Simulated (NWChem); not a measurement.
## Correlation energy of silylphosphine (H5PSi)

```
Si
H 1 1.5044
H 1 1.5045 2 108.72
H 1 1.5059 2 108.83 3 118.40
P 1 2.2839 2 108.04 3 -116.98
H 5 1.4422 1 93.10 2 -75.09
H 5 1.4422 6 92.73 1 93.22
```
Charge 0, spin multiplicity 1.

Program: NWChem. Structure: optimised with PBE/def2-SVP, a minimum by its harmonic frequencies.

Basis set: STO-3G. Each correlation energy counts from its own Hartree-Fock reference.

The correlated methods keep 10 core orbitals frozen. Coupled-cluster values serve here as a point of comparison, not as the truth.

| method | correlation energy (mHa) |
|---|---|
| CCSDT | … |
| CCSD+T(CCSD) | -121.3 |
| CCSD | … |
| CCSD(T) | -121.3 |
| CR-CCSD[T] | -121.2 |
| CR-CCSD(T) | -121.2 |
| SCS-MP2 | -96.0 |
| MP2 | -82.3 |

Q: Fill in the missing entries.

A: 
- CCSDT, correlation energy (mHa): -121.6
- CCSD, correlation energy (mHa): -120.5
